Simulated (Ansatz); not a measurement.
Species: C₂H₂Br₂, charge 0, singlet. C2H2Br2 (1,1-dibromoethene, SMILES C=C(Br)Br).
B3LYP-D3(BJ)/def2-TZVP minimum from Ansatz (a program for electronic structure):
```xyz
6

C     -2.0165    -0.2430     0.0022
C     -0.7047    -0.0849     0.0008
Br     0.4975    -1.5473     0.1308
Br     0.1155     1.6212    -0.1314
H     -2.6746     0.6110    -0.0733
H     -2.4527    -1.2288     0.0789
```
Charge 0, spin multiplicity 1.

Total energies in hartree (Ansatz). Radicals and triplets start from unrestricted determinants; spin-orbit coupling is neglected. Cores are frozen in correlated methods (noble-gas shells, and filled d and f shells in the p block). No relativity. Where a partner has so few electrons that a lower coupled-cluster level is exact, that level stands in. Spin-orbit terms, left out, reach several kcal/mol for Br and I, and more for heavier atoms. The restricted determinant of C2H2Br2 (C=C(Br)Br, singlet) is unstable towards broken spin symmetry in at least one set run.

```csv
species,HF/cc-pVTZ,CCSD(T)/cc-pVTZ,HF/cc-pVQZ,CCSD(T)/cc-pVQZ,CCSD(T)/cc-pVDZ,CCSDT(Q)/cc-pVDZ
"1: C2H2Br2 (1,1-dibromoethene, SMILES C=C(Br)Br)",-5221.81360,-5222.52751,-5221.82449,-5222.59310,-5222.18773,-5222.18986
2: C (triplet),-37.69157,-37.78076,-37.69331,-37.78654,-37.76038,-37.76071
3: Br (doublet),-2572.44509,-2572.60263,-2572.44802,-2572.62195,-2572.47590,-2572.47619
4: H (doublet),-0.49981,-0.49981,-0.49995,-0.49995,-0.49928,-0.49928
```

Q: Work out the atomisation energy (electronic, to ground-state atoms) in kJ/mol: take Hartree-Fock from cc-pVQZ, extrapolate the CCSD(T) correlation energy as X^-3 (X = 3, 4), and add CCSDT(Q) - CCSD(T) in cc-pVDZ. 1 hartree = 2625.5 kJ/mol.

A: 
Species 1: correlation (64·(-0.76861) - 27·(-0.71391))/37 = -0.80853; step -0.00213; E1 = -5221.82449 + (-0.80853) + (-0.00213) = -5222.63515
Species 2: correlation (64·(-0.09323) - 27·(-0.08919))/37 = -0.09618; step -0.00033; E2 = -37.69331 + (-0.09618) + (-0.00033) = -37.78982
Species 3: correlation (64·(-0.17393) - 27·(-0.15754))/37 = -0.18589; step -0.00029; E3 = -2572.44802 + (-0.18589) + (-0.00029) = -2572.63420
Species 4: correlation (64·(0.00000) - 27·(0.00000))/37 = 0.00000; step +0.00000; E4 = -0.49995 + (0.00000) + (+0.00000) = -0.49995
-1·E1 +2·E2 +2·E3 +2·E4 = 0.78721 hartree = 2066.8 kJ/mol.
